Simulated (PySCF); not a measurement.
# Relaxation of triplet PtF₄

All numbers come from UPBE0 in PySCF with Pt def2-SVP with ECP60, F def2-SVP; scalar-relativistic core potentials, no spin–orbit coupling; density-fitted integrals. A (50,194) grid was used.

A start at or just off a symmetric point, pushed along the force that breaks its symmetry, of Cs symmetry, free to break it:

```xyz
5
charge 0 multiplicity 3, angstrom
Pt    0.0000   -0.0172   -0.0172
F     1.6052    0.0162    1.1585
F    -1.6050    0.0165    1.1588
F     0.0001    1.6249   -1.1178
F    -0.0002   -1.4813   -1.0233
```

Optimiser trace:
```
step  E − E(last) (kJ/mol)  largest gradient (Eh/bohr)
   0                236.61                     0.06006
   2                210.11                     0.00928
   4                195.73                     0.00975
   6                188.76                     0.00273
   8                186.45                     0.00899
  10                141.02                     0.01734
  12                 94.19                     0.03094
  14                 40.77                     0.02389
  16                  9.37                     0.01903
  18                  1.55                     0.00813
  20                  0.35                     0.00294
  22                  0.08                     0.00111
  24                  0.00                     0.00029
  26                  0.00                     0.00009
```

It ends at D2h with Pt–F 1.847 Å (×4); F–Pt–F 87.7° (×2), F–Pt–F 92.3° (×2), F–Pt–F 180.0° (×2). A frequency run shows a minimum.

Final geometry:
```xyz
5
charge 0 multiplicity 3, angstrom
Pt    0.0000    0.0000    0.0000
F     0.9161   -0.9163    1.3161
F    -0.9664    0.8154    1.3462
F    -0.9161    0.9163   -1.3161
F     0.9664   -0.8154   -1.3462
```

Other spin states or occupations of the open shell can lie lower. Spin–orbit coupling, left out here, can matter for elements this heavy.

The relaxation took roughly 4 core-minutes on a shared host.
